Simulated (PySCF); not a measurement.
# [In3Te]+: breathing scan

Computed with B3LYP/[Te def2-SVP with ECP28, In def2-SVP with ECP28], scalar-relativistic core potentials, density fitting, no spin–orbit coupling, PySCF.

Rigid scan from the singlet minimum (Te–In 3.003 Å (×3); In–Te–In 120.0° (×3)). Coordinate: all bonds to the central atom scaled together. Energies in kJ/mol from the minimum.

(1) Predict the curve at 0.88, 0.92, 0.96, 1.00, 1.04, 1.08, 1.14, 1.22, 1.35.

Results:

(1) 
| scale of all bonds to the centre | E (kJ/mol) |
| --- | --- |
| 0.88 | 117.6 |
| 0.92 | 45.8 |
| 0.96 | 10.2 |
| 1.00 | 0.0 |
| 1.04 | 7.6 |
| 1.08 | 27.4 |
| 1.14 | 71.2 |
| 1.22 | 142.2 |
| 1.35 | 260.5 |

At long bonds a restricted determinant can lie too high, and another spin state can fall below this curve.
